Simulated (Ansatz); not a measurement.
A nudged elastic band was laid between two geometries of AlGeH₄ (6 atoms, charge 0, multiplicity 2).

The calculation used UKS B3LYP/def2-SVP (Ansatz 0.2.0).

```yaml
movable_images: 5
climbing_image: yes
spring: 5.0 eV/Å²
optimiser: quadratic models (default)
start_path: through a guess of the saddle point
force_threshold: 0.03 eV/Å
iteration_limit: 60
end_points: relaxed
```

Image 0:

```xyz
6
Properties=species:S:1:pos:R:3
Al 0.752 -0.932 0.444
Ge -1.458 0.353 -0.450
H 2.066 -0.025 0.504
H -0.359 1.514 -0.514
H -0.251 -0.748 -1.030
H -0.750 -0.162 1.046
```

Image 6:

```xyz
6
Properties=species:S:1:pos:R:3
Al 0.980 -0.715 -0.328
Ge -0.899 0.658 0.300
H 1.980 -1.179 0.808
H -1.980 1.202 -0.659
H 1.148 -1.102 -1.853
H -1.229 1.136 1.731
```

Problem. What changes between the two ends?

Solution. Bonds broken: Ge2–H5.

Problem. Give the energies along the band, and the barrier.

Solution. The run converged. The highest image is number 2 of 0 to 6, 0.69 eV above the first end and 1.29 eV above the last; the last end lies 0.59 eV below the first. The profile has 2 maxima (images 2, 4) with wells between them (image 3): this band takes more than one step, which may be the mechanism or a detour left from its start path. A vibrational analysis at the climbing image gives one clearly imaginary mode, 764i cm⁻¹: a first-order saddle point.

| image | path coordinate (Å) | energy (eV) | Ge2–H5 (Å) |
| --- | --- | --- | --- |
| 0 | 0.00 | 0.00 | 1.73 |
| 1 | 0.98 | 0.13 | 1.75 |
| 2 | 1.96 | 0.69 | 2.21 |
| 3 | 3.33 | -0.17 | 3.28 |
| 4 | 4.69 | -0.10 | 3.74 |
| 5 | 6.06 | -0.30 | 3.62 |
| 6 | 7.42 | -0.59 | 3.45 |

Problem. What is the geometry of the highest image?

Solution. 
```xyz
6
Properties=species:S:1:pos:R:3:forces:R:3
Al 0.696 -0.846 0.329 0.01 0.00 0.00
Ge -1.603 0.076 -0.114 -0.02 0.00 0.00
H 2.206 -0.962 0.779 0.00 0.00 0.00
H -1.277 1.421 -0.925 0.00 -0.01 0.00
H 0.345 -0.158 -1.122 0.00 0.01 0.01
H -0.366 0.470 1.052 0.00 0.00 -0.01
```

Run time: 83 s on 2 threads of Intel(R) Xeon(R) 6975P-C (Granite Rapids), on a shared host, peak memory 0.2 GiB.
